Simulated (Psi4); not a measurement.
Psi4 input (wB97X-D/6-31G*):

```
memory 1500 MB

molecule {
1 2
Al   -0.00000000   -0.00000000   -0.11870982
H     0.00000000    0.00000000    1.54322771
symmetry c1
no_reorient
no_com
}

set {
  basis 6-31G*
  reference uks
  scf_type pk
  dft_radial_points 99
  dft_spherical_points 590
  e_convergence 1e-8
  d_convergence 1e-7
  maxiter 150
}

e = energy('wb97x-d')
print_out(f'\nFINAL {e:.10f} DIPOLE {variable("CURRENT DIPOLE")[0]:.6f} {variable("CURRENT DIPOLE")[1]:.6f} {variable("CURRENT DIPOLE")[2]:.6f}\n')
```

Question: What final total energy does it give?

Answer: -242.64755 Eh.
